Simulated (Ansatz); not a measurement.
The cluster K₄. The state is a triplet with charge 0. Geometry B3LYP/def2-TZVP.

```
atom   x (Å)   y (Å)   z (Å)
  K1  -0.406  -1.386  -3.062
  K2   1.368   2.026  -1.095
  K3   0.411   1.383   3.063
  K4  -1.373  -2.023   1.094
```

At HF/STO-3G the charge 0 triplet is spin-contaminated (final ⟨S²⟩ up to 2.68, 2.00 for a pure state). At PBE0/def2-TZVP a broken-symmetry singlet of charge 0 lies 0.15 eV below the triplet, each at its own geometry. The structure comes from a short search, and lower isomers may exist.

Task: Estimate the α-spin orbital energies around the gap (eV) in Ansatz with HF/STO-3G, PBE/def2-TZVP, BLYP/def2-TZVP, B97M-V/def2-TZVP, ωB97M-V/def2-TZVP.

Result: 
| orbital | HF/STO-3G | PBE/def2-TZVP | BLYP/def2-TZVP | B97M-V/def2-TZVP | ωB97M-V/def2-TZVP |
| --- | --- | --- | --- | --- | --- |
| HOMO−5 | -23.05 | -18.36 | -18.24 | -19.34 | -22.92 |
| HOMO−4 | -23.05 | -18.36 | -18.23 | -19.34 | -22.91 |
| HOMO−3 | -23.05 | -18.36 | -18.23 | -19.34 | -22.91 |
| HOMO−2 | -3.23 | -3.16 | -2.99 | -3.15 | -5.13 |
| HOMO−1 | -1.44 | -2.47 | -2.30 | -2.41 | -3.64 |
| HOMO | -0.92 | -2.27 | -2.10 | -2.19 | -3.35 |
| LUMO | 5.08 | -1.45 | -1.37 | -1.54 | -0.26 |
| LUMO+1 | 7.33 | -1.25 | -0.98 | -1.28 | 0.27 |
| LUMO+2 | 7.37 | -1.24 | -0.96 | -1.14 | 0.38 |
| LUMO+3 | 8.35 | -1.03 | -0.85 | -1.11 | 0.50 |
| LUMO+4 | 8.49 | -0.61 | -0.41 | -0.68 | 0.83 |
| LUMO+5 | 9.20 | -0.56 | -0.39 | -0.64 | 1.12 |
| β HOMO | -1.72 | -2.92 | -2.79 | -2.83 | -4.32 |
| β LUMO | 4.36 | -2.05 | -2.02 | -2.09 | -1.03 |
